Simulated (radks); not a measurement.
Cr, 24 electrons, occupied as [Ar] 3d4.5 4s0.5 4p1 (fractional occupations, a model configuration). Calculated with a radial shooting solver on a logarithmic mesh with Libxc functionals: scalar-relativistic Kohn-Sham, SCAN, spin-unpolarised, spherical densities, finite nucleus; meta-GGA in the generalised Kohn-Sham scheme; Fermi nuclear charge, rms radius 3.6452 fm.

Unscreened Slater integrals over Kohn-Sham orbitals (eV).

| integral | value |
|---|---|
| F0(4p,4p) | 5.3430 |
| F2(4p,4p) | 2.7216 |
| F0(4p,4s) | 6.1211 |
| G1(4p,4s) | 3.7040 |
| F0(4p,3d) | 6.9899 |
| F2(4p,3d) | 1.4023 |
| G1(4p,3d) | 0.75602 |
| G3(4p,3d) | 0.54609 |
| F0(4p,3p) | 7.1364 |
| F2(4p,3p) | 0.90989 |
| G0(4p,3p) | 0.19276 |
| G2(4p,3p) | 0.21709 |
| F0(4s,4s) | 7.4267 |
| F0(4s,3d) | 9.3513 |
| G2(4s,3d) | 1.4020 |
| F0(4s,3p) | 9.6953 |
| G1(4s,3p) | 0.49357 |
| F0(3d,3d) | 18.763 |
| F2(3d,3d) | 8.3275 |
| F4(3d,3d) | 5.1186 |
| F0(3d,3p) | 21.613 |
| F2(3d,3p) | 9.8892 |
| G1(3d,3p) | 12.269 |
| G3(3d,3p) | 7.3421 |
| F0(3p,3p) | 25.596 |
| F2(3p,3p) | 12.823 |

Derived for the open shells (J is the average intra-shell exchange parameter used in DFT+U). 3d: Racah B = F2/49 - 5 F4/441 = 0.1119 eV, C = 35 F4/441 = 0.4062 eV, C/B = 3.63, F4/F2 = 0.615, J = (F2 + F4)/14 = 0.9604 eV. 4p: J = F2/5 = 0.5443 eV.
